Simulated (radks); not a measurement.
The numbers below are computed, except where a source is named.
Problem. Tc27+, configuration [Ne] 3s2 3p4. Level of theory: Dirac Kohn-Sham, PBE, spin-unpolarised, spherical densities, point nucleus; open shells fill j = l - 1/2 first (a radial shooting solver on a logarithmic mesh with Libxc functionals).

Spin-orbit splittings of the eigenvalues, e(l+1/2) - e(l-1/2), with zeta = 2 splitting/(2l+1) and mean radii in bohr:

shell  occ.  splitting (eV)  zeta (eV)  <r> j=l-1/2  <r> j=l+1/2
2p        6           120.6      80.42       0.1256       0.1301
3p        4           27.74      18.49       0.3541       0.3612
3d        0               ?          ?       0.3190       0.3212

Estimate the 3d splitting.

Solution. 6.246 eV (zeta = 2.498 eV).
